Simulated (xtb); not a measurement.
Si(F)(Br)(Me)(OH) (CH4BrFOSi), SMILES C[Si](O)(F)Br. All values are semi-empirical tight-binding results from xtb (GFN2-xTB unless named), good for trends rather than for accurate numbers. The structure is a stationary point at GFN2-xTB. Other conformers were not sampled.

Optimised geometry:

Bond lengths (Å): C1–Si2 1.874, C1–H6 1.086, C1–H7 1.087, C1–H8 1.086, Si2–O3 1.606, Si2–F4 1.607, Si2–Br5 2.204, O3–H9 0.954. Bond angles (°): Si2–C1–H6 111.3, Si2–C1–H7 111.0, Si2–C1–H8 110.6, H6–C1–H7 107.9, H6–C1–H8 107.9, H7–C1–H8 108.0, C1–Si2–O3 109.4, C1–Si2–F4 111.9, C1–Si2–Br5 113.1, O3–Si2–F4 108.5, O3–Si2–Br5 110.4, F4–Si2–Br5 103.3, Si2–O3–H9 124.7.

```json
{
 "orbital_gap": "7.07 eV",
 "zero_point_energy": "34.0 kcal/mol",
 "G − E(el) at 298.15 K (modified RRHO)": "13.1 kcal/mol",
 "static polarisability (D4 model)": "73.0 bohr³",
 "solvation energy, GFN2-xTB/ALPB(water)": "-4.8 kcal/mol",
 "solvation energy, GFN2-xTB/ALPB(acetonitrile)": "-6.4 kcal/mol"
}
```

Computed atomic charges and the Wiberg bond orders between heavy atoms:
charges (e) C1 -0.19, Si2 0.65, O3 -0.46, F4 -0.27, Br5 -0.19, H6 0.05, H7 0.04, H8 0.05, H9 0.32. Bond orders C1–Si2 0.89, Si2–O3 1.20, Si2–F4 1.06, Si2–Br5 1.05.
